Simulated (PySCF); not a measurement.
Finite-field polarisability of I (iodine, neutral)

[Kr] 4d10 5s2 5p5, 2P determinant. Computed with PySCF 2.14 in aug-cc-pVDZ-PP with ECP28MDF (5s4p3d, 32 functions), with a scalar-relativistic core potential. Frozen: 4s2 4p6 4d10. Energy changes in a uniform field (μhartree):

| axis | F (au) | HF | MP2 | CCSD | CCSD(T) |
| --- | --- | --- | --- | --- | --- |
| x | 0.0027 | -100.818 | -101.225 | -101.726 | -101.955 |
| x | 0.0054 | -403.314 | -404.954 | -406.964 | -407.879 |
| y | 0.0025 | -98.469 | -100.170 | -101.010 | -101.393 |
| y | 0.005 | -393.977 | -400.795 | -404.159 | -405.694 |

By symmetry the remaining axis equals y.

Task: Derive α along x at CCSD(T) from the two fields.

Result: With ΔE = −αF²/2 − γF⁴/24, α = −(16 ΔE(F) − ΔE(2F))/(6F²) = 27.97 bohr³.

Task: And the mean polarisability at each level?

Result: The components xx, yy, zz at CCSD(T) are 27.97, 32.44, 32.44, the third axis being equal by symmetry to one of the two computed. Means: HF 30.22, MP2 30.62, CCSD 30.85, CCSD(T) 30.95 bohr³. Reference: 32.9 ± 1.3 bohr³ (recommended; Schwerdtfeger and Nagle, table of static dipole polarizabilities (2023 update)).

A double-zeta set is small for polarisabilities.
